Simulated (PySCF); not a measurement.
A structure optimised at PBE-D3(BJ)/def2-TZVP, used in a PySCF frequency run:

```
Ge
O 1 1.6761
Cl 1 2.1990 2 121.28
```
Charge 0, spin multiplicity 2.

Task: Write its SMILES, formula and point group.

Result: [O]=[Ge][Cl], ClGeO, Cs

Task: What are its rotational constants (standard atomic weights)?

Result: 24.284, 3.1929, 2.8219 GHz
